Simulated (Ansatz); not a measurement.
`C=C[CH2][GeH3]` + `BS` → `B[S][GeH3]` + `C=CC` at 298.15 K and 1 bar (ligand exchange at a Ge–C bond).

Gas-phase electronic energies from Ansatz, PBE0-D4/def2-TZVP geometries. CCSD(T)/CBS is the MP2 limit (def2-TZVPP, def2-QZVPP) plus CCSD(T) − MP2 in def2-TZVPP, frozen cores. This one scheme is used for every species. For Ge outer-core shells are correlated without core-valence functions, which leaves a few kJ/mol of doubt a bond. Scalar relativity is left out up to krypton. Each species was taken in one conformer, which may not be the lowest.

```json
{"species": "`C=C[CH2][GeH3]`", "CCSD(T)/CBS energy (Eh)": "-2195.05349", "H − E (kJ/mol)": "264.5", "S (J/(mol·K))": "332.8"}
{"species": "`BS`", "CCSD(T)/CBS energy (Eh)": "-424.38198", "H − E (kJ/mol)": "90.6", "S (J/(mol·K))": "245.0"}
{"species": "`B[S][GeH3]`", "CCSD(T)/CBS energy (Eh)": "-2501.70931", "H − E (kJ/mol)": "138.7", "S (J/(mol·K))": "324.8"}
{"species": "`C=CC`", "CCSD(T)/CBS energy (Eh)": "-117.74610", "H − E (kJ/mol)": "222.5", "S (J/(mol·K))": "264.5"}
```

H − E and S are ideal-gas, rigid-rotor, harmonic terms from PBE0-D4/def2-TZVP, for one conformer and one mirror image of each species. 1 Eh = 2625.50 kJ/mol, R = 8.31446 J/(mol·K).

Task: By hand: ΔE, ΔH, ΔS and ΔG.

Result: ΔE = (-2501.70931) + (-117.74610) − (-2195.05349) − (-424.38198) = -0.01994 Eh = -52.4 kJ/mol. Δ(H − E) = 138.7 + 222.5 − 264.5 − 90.6 = 6.1, so ΔH = -46.3 kJ/mol. ΔS = 324.8 + 264.5 − 332.8 − 245.0 = 11.5 J/(mol·K). ΔG = -46.3 − 298.15 × (11.5)/1000 = -49.7 kJ/mol.

Task: By hand: the equilibrium constant, and the temperature at which ΔG would vanish if ΔH and ΔS stayed fixed.

Result: log₁₀ K = −ΔG/(RT ln 10) = 8.7. ΔH and −TΔS have one sign here, so there is no such temperature.

The number of gas molecules stays the same, so ΔS is small and ΔH decides. A doubt of 5 kJ/mol in ΔE shifts log₁₀ K by 0.9 here. Other conformers and mirror images would add mixing entropy, several J/(mol·K) or more a flexible species. Modes under 60 cm⁻¹, often nearly free rotors, make the harmonic entropy too high. These are equilibria of isolated gas molecules and say nothing of rates. Largest T1 diagnostic: 0.015 (customary marks: 0.02 for closed shells, 0.045 for open ones).

ΔS is within the doubt of such terms, so its sign, and with it that verdict, could turn.
